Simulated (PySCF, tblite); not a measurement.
Isomers of C8H8OSi. All values are computed: GFN2-xTB (tblite) harmonic vibrations without scaling, gas phase. Errors from tens to a few hundred cm⁻¹ against measured bands are possible. Modes of hydrogen on silicon can be 10 to 20 % off. One conformer each.

Electronic energies: PBE0/pcSseg-1 single points on the GFN2-xTB geometries (PySCF, gas phase).

```
                 SMILES  electronic energy, lowest = 0 (kJ/mol)
C1=CC(c2ccco2)=C[SiH2]1                                     0.0
  C=C(C)[SiH2]C#CC#CC=O                                   274.9
    C=CC[SiH2]C#CC#CC=O                                   275.9
```

**Question.** How do GFN2-xTB zero-point energies change the relative energies?

**Answer.** 
| SMILES | ZPE (kJ/mol) | of it from modes above 1550 cm⁻¹ | electronic (kJ/mol) | with ZPE, lowest = 0 (kJ/mol) | lowest mode (cm⁻¹) | rings |
| --- | --- | --- | --- | --- | --- | --- |
| C1=CC(c2ccco2)=C[SiH2]1 | 338.0 | 158.4 | 0.0 | 0.0 | 48 | 2 |
| C=C(C)[SiH2]C#CC#CC=O | 319.9 | 180.9 | 274.9 | 256.9 | 10 | 0 |
| C=CC[SiH2]C#CC#CC=O | 320.1 | 181.5 | 275.9 | 258.1 | 16 | 0 |

The zero-point energies span 18.1 kJ/mol, from `C=C(C)[SiH2]C#CC#CC=O` to `C1=CC(c2ccco2)=C[SiH2]1`. The order is unchanged.

**Question.** And how do the electronic energies of GFN2-xTB itself compare?

**Answer.** `C1=CC(c2ccco2)=C[SiH2]1` 0.0; `C=C(C)[SiH2]C#CC#CC=O` 321.5; `C=CC[SiH2]C#CC#CC=O` 325.6 kJ/mol, lowest = 0. Against the energies above, taken from the same isomer `C1=CC(c2ccco2)=C[SiH2]1`, the largest difference is 49.7 kJ/mol.
